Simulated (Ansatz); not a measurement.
```yaml
crystal:
  periodic: [false, false, false]
  atoms:
    - {symbol: In, position_ang: [-0.030821, -0.046219, -0.013882]}
    - {symbol: O, position_ang: [-0.028138, 0.186481, 2.039710]}
    - {symbol: H, position_ang: [-0.623270, 0.839784, 2.336917]}
    - {symbol: O, position_ang: [1.998827, -0.120581, -0.478968]}
    - {symbol: H, position_ang: [2.517988, 0.100389, 0.300360]}
    - {symbol: O, position_ang: [-1.057170, 1.619810, -0.659265]}
    - {symbol: H, position_ang: [-1.657172, 1.313683, -1.330265]}
    - {symbol: O, position_ang: [-0.875310, -1.688563, -0.893570]}
    - {symbol: H, position_ang: [-0.214734, -2.239419, -1.108017]}
basis:
  gaussian: {orbitals: def2-SVP, nuclear_model: gaussian}
total_charge: -1
hamiltonian: {xc: {name: revPBE}, dispersion: d3bj}
scf: {omitted_lower_state_checks: [starts]}
```

```sh
$ ansatz run in.yaml --threads 4 --pin off --events-out ev --progress --plain --max-ram 3916MiB
```

Output, abridged:

```
Functional definition: revPBE
1120 factors; their error is unknown
mean field evaluation 1: about -13410.5131 eV, gradient 7.8e1 eV
mean field evaluation 2: about -13359.5735 eV, gradient 1.7e2 eV
mean field evaluation 4: about -13421.5506 eV, gradient 7.9e0 eV
mean field evaluation 8: about -13421.6729 eV, gradient 2.4e-1 eV
mean field evaluation 16: about -13421.6476 eV, gradient 2.6e-5 eV
mean field -13421.64762616 eV, -493.2364527421 hartree, gradient 2.6e-5 eV, S^2 0.000000; 0 other end points of the search recorded, 0 dependent functions left out
reference -13421.64769644 eV, -493.2364553248 hartree; 29, 29 occupied and 73, 73 virtual orbitals, 1120 factors
Total energy: -13421.96455056 eV, -493.2480994986 hartree
Checks for a lower state left out: starts
```

It took 0.86 s on 4 threads of Arm Neoverse V1 on a shared host.

In the def2 sets In takes a core potential; there is no spin–orbit coupling. The highest occupied level of an anion often lies above zero with these methods, and sets without diffuse functions describe the outer electron poorly.
